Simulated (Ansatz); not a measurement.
Species: GaCl₂, charge 0, doublet. GaCl2 (SMILES [Cl][Ga][Cl], doublet).
B3LYP-D3(BJ)/def2-TZVP minimum from Ansatz (a quantum-chemistry and plane-wave program):
```xyz
3

Ga     0.3971    -0.0046     0.4212
Cl     0.9893     0.3312    -1.6546
Cl    -1.7134    -0.3228     0.8864
```
Charge 0, spin multiplicity 2.

Total energies in hartree (Ansatz). Open shells are spin-unrestricted; no spin-orbit coupling. Correlated methods leave the cores frozen (noble-gas shells, and filled d and f shells in the p block). No relativity. Where a partner has so few electrons that a lower coupled-cluster level is exact, that level stands in. The spin of Cl2Ga ([Cl][Ga][Cl], doublet) was assumed, and the state is the lowest solution found for it.

```tsv
species	HF/def2-TZVPP	CCSD(T)/def2-TZVPP	HF/def2-QZVPP	CCSD(T)/def2-QZVPP	CCSD(T)/def2-SVP	CCSDT(Q)/def2-SVP
1: GaCl2 (SMILES [Cl][Ga][Cl], doublet)	-2842.37463	-2842.85432	-2842.43994	-2842.96395	-2842.14916	-2842.15077
2: Ga (doublet)	-1923.22349	-1923.27127	-1923.26359	-1923.31275	-1923.01807	-1923.01830
3: Cl (doublet)	-459.47685	-459.66464	-459.48954	-459.69535	-459.44599	-459.44629
```

Problem. Work out the atomisation energy (electronic, to ground-state atoms) in kcal/mol: take Hartree-Fock from def2-QZVPP, extrapolate the CCSD(T) correlation energy as X^-3 (X = 3, 4), and add CCSDT(Q) - CCSD(T) in def2-SVP. 1 hartree = 627.51 kcal/mol.

Solution. 
Species 1: correlation (64·(-0.52401) - 27·(-0.47969))/37 = -0.55635; step -0.00161; E1 = -2842.43994 + (-0.55635) + (-0.00161) = -2842.99790
Species 2: correlation (64·(-0.04916) - 27·(-0.04778))/37 = -0.05017; step -0.00023; E2 = -1923.26359 + (-0.05017) + (-0.00023) = -1923.31399
Species 3: correlation (64·(-0.20581) - 27·(-0.18779))/37 = -0.21896; step -0.00030; E3 = -459.48954 + (-0.21896) + (-0.00030) = -459.70880
-1·E1 +1·E2 +2·E3 = 0.26631 hartree = 167.1 kcal/mol.
